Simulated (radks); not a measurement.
Results of a calculation; reference values are marked as such.
P2+, configuration [Ne] 3s2 3p1 (the NIST ground configuration). Code: a radial shooting solver on a logarithmic mesh with Libxc functionals. Model: Dirac Kohn-Sham, PBE, spin-unpolarised, spherical densities, finite nucleus; open shells fill j = l - 1/2 first; Fermi nuclear charge, rms radius 3.1889 fm.

Normalised radial functions P(r) = r R(r) (large component), r in bohr:

r	1s1/2	2p3/2	3p3/2
0.01174	1.1226	0.0136	0.0042
0.01516	1.3756	0.0221	0.0067
0.01943	1.6513	0.0351	0.0107
0.0251	1.9569	0.0562	0.0172
0.03216	2.2538	0.0876	0.0267
0.04154	2.5286	0.1364	0.0416
0.05324	2.7214	0.2060	0.0627
0.06877	2.7923	0.3079	0.0936
0.08812	2.6910	0.4421	0.1339
0.1138	2.3880	0.6196	0.1865
0.1459	1.9243	0.8233	0.2453
0.1884	1.3505	1.0465	0.3055
0.2415	0.8162	1.2399	0.3489
0.3119	0.3933	1.3650	0.3559
0.3997	0.1497	1.3660	0.3023
0.5163	0.0393	1.2202	0.1673
0.6617	0.0071	0.9590	-0.0395
0.8547	0.0007	0.6348	-0.3025
1.095	0.0000	0.3506	-0.5508
1.415	0.0000	0.1492	-0.7296
1.813	0.0000	0.0484	-0.7601
2.342	0.0000	0.0101	-0.6275
3.001	0.0000	0.0014	-0.4096
3.877	0.0000	0.0001	-0.1982
4.968	0.0000	0.0000	-0.0690
6.417	0.0000	0.0000	-0.0147
8.223	0.0000	0.0000	-0.0019

1s1/2: eigenvalue -2108.2 eV, 0 radial nodes, <r> = 0.104 bohr, 90 % of the charge inside 0.185 bohr. 2p3/2: eigenvalue -147.74 eV, 0 radial nodes, <r> = 0.485 bohr, 90 % of the charge inside 0.811 bohr. 3p3/2 (empty): eigenvalue -24.238 eV, 1 radial node at r = 0.634 bohr, <r> = 1.97 bohr, 90 % of the charge inside 3.00 bohr.
